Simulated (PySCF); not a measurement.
A GIAO shielding run with PySCF (density fitting, non-relativistic, gas phase) on `F/C=C(/[C@@H](CCC)[SiH3])F`, C6H12F2Si:

```
$ OMP_NUM_THREADS=1 python probes_run.py task.json out

{"job": {"kind": "nmr", "xc": "PBE0", "basis": "pcSseg-1"}, "charge": 0, "multiplicity": 1}
C      2.935242    -0.108143     0.673905
C      1.462389     0.248381     0.833330
C      0.665988    -0.076983    -0.429623
C     -0.805537     0.340762    -0.317574
Si    -1.729443     0.076173    -1.985529
C     -1.493484    -0.430976     0.747420
F     -1.470073    -1.770848     0.565482
C     -2.123316     0.081141     1.795504
F     -2.767827    -0.666566     2.709981
H      3.048995    -1.169753     0.467132
H      3.484918     0.124508     1.582566
H      3.377620     0.450650    -0.148291
H      1.045731    -0.304000     1.678707
H      1.366917     1.314566     1.055658
H      1.117321     0.438639    -1.280242
H      0.722937    -1.149770    -0.624501
H     -0.853028     1.396994    -0.040265
H     -1.040537     0.898715    -2.980942
H     -1.667711    -1.336270    -2.347483
H     -3.110149     0.522675    -1.804086
H     -2.175871     1.137046     2.003082
```

Hardware: 1 thread of an Arm Neoverse V2, shared host. The job also computes population analyses, field gradients.

(1) How large is the calculation?

(2) How long does it take, and how much memory does it need?

## Answers

(1) 80 electrons, 220 basis functions and 1161 auxiliary functions.

(2) 46 s of wall time, with 14 SCF cycles and 5 response iterations; peak memory 1.1 GiB. Times on a shared host scatter by some tens of per cent.
